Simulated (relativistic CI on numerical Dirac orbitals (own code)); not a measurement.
## Judd-Ofelt analysis for Sm⁴⁺

These numbers are calculated, not measured: Dirac-Coulomb-Breit CI, KLI orbitals optimised for each configuration, model QED (radiative potential, 1s self-energy scaled to tabulated hydrogen-like ionisation energies), valence Slater integrals scaled by 0.8 (own radial code, finite nucleus).

Configuration 4f4 alone, in intermediate coupling. Take Ω₂ = 1.13, Ω₄ = 2.64, Ω₆ = 5.48 (10⁻²⁰ cm²) and refractive index n = 1.77 as given. A_ED = 64π⁴e²ν³ n(n² + 2)²/[27h(2J + 1)] Σ Ω_λ |U^λ|², in Gaussian units with ν in cm⁻¹, and A_MD is n³ times the free-ion magnetic-dipole rate; a dash marks a rate that is forbidden or under 2 % of the level's free-ion decay.

Emitting level 5I_7 at 5938 cm⁻¹ (radiative decay alone: multiphonon quenching in a host is left out, and the level can lie too high or too low):

```tsv
To	ν (cm⁻¹)	U² squared	U⁴ squared	U⁶ squared	Free-ion A(M1) (s⁻¹)
5I_4	5938	0.0000	0.0027	0.1619	-
5I_5	4065	0.0026	0.0379	0.7824	-
5I_6	2063	0.0368	0.1502	1.0002	0.58
```

**Question.** Give the rates, branching ratios and the radiative lifetime.

**Answer.** The rates are:

| To | λ (nm) | A_ED (s⁻¹) | A_MD (s⁻¹) | β (%) |
| --- | --- | --- | --- | --- |
| 5I_4 | 1684 | 46.8 | 0 | 34.2 |
| 5I_5 | 2460 | 73.7 | 0 | 53.9 |
| 5I_6 | 4847 | 13 | 3.22 | 11.9 |

τ_rad = 7.32e-03 s. Computed level positions enter as ν³, so measured ones would change the rates. For the strongest line (2460 nm) and an assumed effective width Δλ = 180 nm (300 cm⁻¹), the Füchtbauer-Ladenburg formula σ = λ⁴A/(8πcn²Δλ) gives a peak emission cross-section of 0.63 × 10⁻²⁰ cm².
